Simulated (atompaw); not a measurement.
**Before and after: PAW (atompaw) potential for Ga (Z = 31)**

* Element: gallium (Ga)
* Generator: atompaw 4.2.0.5
* Type: PAW
* Functional: PBE
* Relativity: scalar-relativistic
* Frozen core: [Ar]
* Valence charge: 13
* Reference configuration: 3d10 4s1 4p0 (charge +2)
* Partial waves: 4s (bound); 4s channel at 0.7 Ry; 4p (bound, empty); 4p channel at 1.1 Ry; 3d (bound); 3d channel at 0.1 Ry
* Local potential: bessel scheme, radius 1.40 bohr
* Core correction: smooth core density matched at 1.00 bohr
* Augmentation charge: besselshape compensation charge, radius 1.80 bohr; PAW radius 1.90 bohr; waves and projectors: bloechl

All-electron outer shells of the reference configuration (PBE, scalar-relativistic, ld1.x):

```csv
shell,level (eV),outermost node (bohr),outermost maximum (bohr)
3p,-119.20,0.24,0.56
3d,-39.36,–,0.53
4s,-26.07,0.80,1.78
4p,-17.74,0.86,2.12
```

Change: local potential bessel scheme, radius 1.62 bohr.

Cutoffs: the cutoffs (Ry, on a coarse ladder) from which the occupation-weighted sum of valence levels, in a spherical-Bessel basis at the reference potential, stays within 10 and 1 mRy of its value at 400 Ry; they do not see the model core or the augmentation charge, which bear on the density cutoff.

Task: What does the change do?

Result: The potential gets neither clearly harder nor softer (60 Ry and 80 Ry → 60 Ry and 80 Ry); both files keep a bound ghost (p, s); the range in which the s phases agree narrows (upper end at the end of the scan → -1.6).

```tsv
quantity	base	changed
cutoff, loose	60 Ry	60 Ry
cutoff, tight	80 Ry	80 Ry
loose cutoff by channel (10 mRy a level)	s 10 Ry, d 40 Ry	s 10 Ry, d 45 Ry
bound ghosts	s, p	s, p
s: phases at 1.90 bohr within 0.05 rad from the reference energy up to (Ry; the scan ends near 5)	to the end of the scan	-1.6
p: phases at 1.90 bohr within 0.05 rad from the reference energy up to (Ry; the scan ends near 5)	-0.9	-0.8
d: phases at 1.90 bohr within 0.05 rad from the reference energy up to (Ry; the scan ends near 5)	to the end of the scan	to the end of the scan
lowest overlap eigenvalue by channel	s 0.02, p 0.02, d 1.00	s 0.02, p 0.02, d 1.00
```

 A true bound ghost makes a file unfit for plane-wave use even where its test errors are small: the radial tests pick states by their node count and pass the ghost by. The cutoffs see the waves, projectors and local potential, not the compensation charge or the core.
